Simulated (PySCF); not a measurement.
B(H)(OH)(NMe2) (C2H8BNO), SMILES CN(C)BO. Coordinates come from a PBE-D3(BJ)/def2-SVP optimisation. This is a generated structure with no PubChem entry under its InChIKey; it may be hypothetical. Other conformers were not sampled.

All values below come from PBE-D3(BJ)/def2-SVP (PySCF 2.14.0).

Harmonic wavenumbers (cm⁻¹): 115, 196, 238, 274, 278, 386, 515, 538, 804, 847, 984, 1044, 1046, 1075, 1126, 1131, 1223, 1278, 1377, 1393, 1398, 1409, 1420, 1429, 1515, 2548, 2914, 2921, 2968, 2978, 3037, 3082, 3716. Rotational constants (GHz): 8.725, 3.636, 2.654; symmetry number 1.

### Question
Work out the zero-point energy and the ideal-gas rigid-rotor harmonic-oscillator thermochemistry at 298.15 K and 1 atm.

### Answer
ZPE = ½ Σ hcν = ½ × 47200 cm⁻¹ = 282.32 kJ/mol. H − E(el) = 302.23 kJ/mol. Entropy in J/(mol K): translation 162.24, rotation 107.73, vibration 56.47, total 326.44. G − E(el) = 204.90 kJ/mol. Cp = 104.50 J/(mol K). Modes under 150 cm⁻¹ make the vibrational entropy uncertain.
